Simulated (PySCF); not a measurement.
CH4AlFS, singlet, at a GFN2-xTB geometry (such geometries of metal compounds can be far from the true shape); CCSD/def2-SVP (PySCF).

PySCF was given this input:
```python
from pyscf import gto, scf, cc

mol = gto.M(
    atom='''
Al    0.456183    0.084068    0.878073
F    -0.073307    0.181246    2.431286
H     1.962646    0.127285    0.681673
S    -0.818375   -0.099130   -0.892552
C     0.566961   -0.137658   -2.106960
H     1.142128    0.782335   -2.052599
H     0.106295   -0.229448   -3.084751
H     1.210552   -0.992254   -1.918245
''',
    basis='def2-svp',
    charge=0,
    spin=0,
    verbose=4,
    max_memory=1800,
)

mf = scf.RHF(mol)
mf.kernel()

mycc = cc.CCSD(mf, frozen=12)
mycc.kernel()
print('E(CCSD) = %.10f' % mycc.e_tot)
```

What the program printed (banner, timings and long lists left out):

```
PySCF version 2.14.0

[INPUT] verbose = 4
[INPUT] num. atoms = 8
[INPUT] num. electrons = 48
[INPUT] charge = 0
[INPUT] spin (= nelec alpha-beta = 2S) = 0
[INPUT] symmetry False subgroup None
[INPUT] Mole.unit = angstrom
[INPUT] Symbol           X                Y                Z      unit          X                Y                Z       unit  Magmom
[...]
nuclear repulsion = 197.469021209393
number of shells = 40
number of NR pGTOs = 148
number of NR cGTOs = 84
basis = def2-svp
ecp = {}

******** <class 'pyscf.scf.hf.RHF'> ********
method = RHF
initial guess = minao
damping factor = 0
level_shift factor = 0
DIIS = <class 'pyscf.scf.diis.CDIIS'>
diis_start_cycle = 1
diis_space = 8
diis_damp = 0
SCF conv_tol = 1e-09
SCF conv_tol_grad = None
SCF max_cycles = 50
direct_scf = True
direct_scf_tol = 1e-13
Set gradient conv threshold to 3.16228e-05
Initial guess from minao.
init E= -778.838335460132
[...]
cycle= 1 E= -778.789510248417  delta_E= 0.0488  |g|= 0.587  |ddm|=  2.6
[...]
cycle= 2 E= -778.855781639163  delta_E= -0.0663  |g|= 0.354  |ddm|= 0.736
[...]
cycle= 3 E= -778.878131740946  delta_E= -0.0224  |g|= 0.0431  |ddm|= 0.261
[...]
cycle= 4 E= -778.878999870355  delta_E= -0.000868  |g|= 0.0118  |ddm|= 0.0839
[...]
cycle= 5 E= -778.879058514119  delta_E= -5.86e-05  |g|= 0.00316  |ddm|= 0.0187
[...]
cycle= 6 E= -778.879064090087  delta_E= -5.58e-06  |g|= 0.00086  |ddm|= 0.00667
[...]
cycle= 7 E= -778.879064669871  delta_E= -5.8e-07  |g|= 0.000299  |ddm|= 0.00231
[...]
cycle= 8 E= -778.879064729251  delta_E= -5.94e-08  |g|= 7.31e-05  |ddm|= 0.000736
[...]
cycle= 9 E= -778.87906473341  delta_E= -4.16e-09  |g|= 1.49e-05  |ddm|= 0.000222
[...]
cycle= 10 E= -778.879064733559  delta_E= -1.48e-10  |g|= 3.78e-06  |ddm|= 3.57e-05
[...]
Extra cycle  E= -778.87906473357  delta_E= -1.14e-11  |g|= 1.53e-06  |ddm|= 7.23e-06
converged SCF energy = -778.87906473357

******** <class 'pyscf.cc.ccsd.CCSD'> ********
CC2 = 0
CCSD nocc = 12, nmo = 72
frozen orbitals 12
max_cycle = 50
direct = 0
conv_tol = 1e-07
conv_tol_normt = 1e-05
diis_space = 6
diis_start_cycle = 0
diis_start_energy_diff = 1e+09
Init t2, MP2 energy = -779.401194003441  E_corr(MP2) -0.522129269871321
Init E_corr(CCSD) = -0.52212926987253
cycle = 1  E_corr(CCSD) = -0.544893669066674  dE = -0.0227643992  norm(t1,t2) = 0.0610127
cycle = 2  E_corr(CCSD) = -0.557744994126528  dE = -0.0128513251  norm(t1,t2) = 0.0190656
cycle = 3  E_corr(CCSD) = -0.559255768591185  dE = -0.00151077446  norm(t1,t2) = 0.0101486
cycle = 4  E_corr(CCSD) = -0.561565793994753  dE = -0.0023100254  norm(t1,t2) = 0.00407427
cycle = 5  E_corr(CCSD) = -0.561516452879941  dE = 4.93411148e-05  norm(t1,t2) = 0.0010406
cycle = 6  E_corr(CCSD) = -0.561430866864566  dE = 8.55860154e-05  norm(t1,t2) = 0.000449176
cycle = 7  E_corr(CCSD) = -0.561429795762413  dE = 1.07110215e-06  norm(t1,t2) = 0.000127014
cycle = 8  E_corr(CCSD) = -0.561434124585204  dE = -4.32882279e-06  norm(t1,t2) = 4.81073e-05
cycle = 9  E_corr(CCSD) = -0.561435188424041  dE = -1.06383884e-06  norm(t1,t2) = 2.32091e-05
cycle = 10  E_corr(CCSD) = -0.561434932798187  dE = 2.55625854e-07  norm(t1,t2) = 7.66006e-06
cycle = 11  E_corr(CCSD) = -0.561434824076927  dE = 1.08721261e-07  norm(t1,t2) = 2.85435e-06
cycle = 12  E_corr(CCSD) = -0.56143475763244  dE = 6.64444867e-08  norm(t1,t2) = 1.19529e-06
CCSD converged
E(CCSD) = -779.4404994912024  E_corr = -0.56143475763244
E(CCSD) = -779.4404994912
```
